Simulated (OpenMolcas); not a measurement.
# Pt VII: effect of the active space

```
Program             : OpenMolcas 26.06
Method              : CASSCF or its RAS form
Basis               : ANO-RCC-VTZP
Scalar Hamiltonian  : DKH2, point nucleus
Spin-orbit coupling : state interaction with AMFI integrals over the reference wave functions, term energies averaged over their components
```

A. 4 electrons in 5 orbitals (5d); 2S+1 = 5 even, 5 roots; 2S+1 = 3 even, 45 roots; 2S+1 = 1 even, 50 roots; cost roughly 40 core-seconds
B. 10 electrons in 8 orbitals (RAS1 5p, at most 2 holes; RAS2 5d); 2S+1 = 5 even, 5 roots; 2S+1 = 3 even, 45 roots; 2S+1 = 1 even, 50 roots; cost of the order of 50 core-seconds
C. 4 electrons in 10 orbitals (5d 6d); 2S+1 = 5 even, 5 roots; 2S+1 = 3 even, 45 roots; 2S+1 = 1 even, 50 roots; cost about 80 core-seconds

Energies in eV above 5d4 5D0.

```csv
Level,A,B,C
5d4 5D0 [57 %],0.0000,0.0000,0.0000
5d4 5D1,0.8646,0.9655,0.8727
5d4 5D2,1.5862,1.7303,1.5935
5d4 5D3,2.1241,2.2762,2.1328
5d4 5D4 [58 %],2.4328,2.5667,2.4397
5d4 3H4 [52 %],3.6965,3.9155,3.6674
5d4 3G3 [60 %],4.3819,4.5111,4.3427
5d4 3F2(1) [63 %],4.5528,4.5721,4.5183
5d4 3H5 [74 %],4.6036,4.8853,4.5818
5d4 3P1(1) [72 %],4.7446,4.7271,4.7131
5d4 3H6 [70 %],4.9873,5.3144,4.9697
5d4 3G4 [63 %],5.4823,5.6788,5.4503
5d4 3G5 [74 %],6.8235,7.0894,6.8173
5d4 1I6 [70 %],7.1067,7.4932,7.0941
5d4 3D1,7.1636,7.2201,7.1248
5d4 1S0(1) [71 %],8.1675,8.0457,8.1402
5d4 1F3 [56 %],8.6002,8.6701,8.5638
5d4 3P2(2) [58 %],9.0877,8.9446,9.0237
5d4 3F3(2) [74 %],10.1604,10.1434,10.0905
5d4 3P1(2),10.3050,10.2004,10.2353
5d4 1G4(2) [74 %],10.8219,10.8236,10.7490
5d4 3P0(2),10.8233,10.7022,10.7403
5d4 1D2(2),13.1659,12.9956,13.0737
5d4 1S0(2),16.4050,15.8637,16.2578
```

Among A to C the level of the table that moves most is 5d4 1S0(2), by 4400 cm-1 (lowest in B, highest in A).

Without dynamic correlation excited terms often stand tens of per cent too high (terms of higher spin than the ground term too low), and those without a measured partner can miss by more than the paired ones. Active for correlation alone: 5p; no level in the range computed is led by a configuration that opens it, so any true level of that kind is missing (holds for B). Active for correlation alone: 6d; no level in the range computed is led by a configuration that fills it, so any true level of that kind is missing (holds for C). Levels of configurations outside the active space are missing. Levels that lie high or do not pair safely by name in every column are left out.

A share in square brackets marks a mixed level and gives the weight of the term that names it, the lowest over the columns. A number in round brackets counts repeated terms of one configuration in the order of the reference energies.
